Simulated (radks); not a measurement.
Task: These are the eigenvalues of the occupied orbitals of an atom or ion with whole-number occupations (eV). Method: non-relativistic Kohn-Sham, PBE, spin-polarised, spherical densities, point nucleus; computed with a radial shooting solver on a logarithmic mesh with Libxc functionals.

1s up: -81274.65
1s down: -81274.40
2s up: -17098.47
2s down: -17077.25
2p up: -16648.46
2p down: -16633.33
3s up: -6723.555
3s down: -6706.258
3p up: -6538.373
3p down: -6518.897
3d up: -6232.207

Which element is it, and in what charge state? The configuration may be excited. Open shells, if any, are filled with parallel spins first.

Result: Z = 81, thallium, charge +60: Tl60+ in [Ar] 3d3. The list shows which subshells hold electrons but not how many an open one holds; the 1s level, -2986.8 hartree, gives Z - s = 77.3 by -(Z - s)^2/2, which with screening narrows Z to a few neighbours, and the depths of the outer levels then fix element, charge and occupations together.
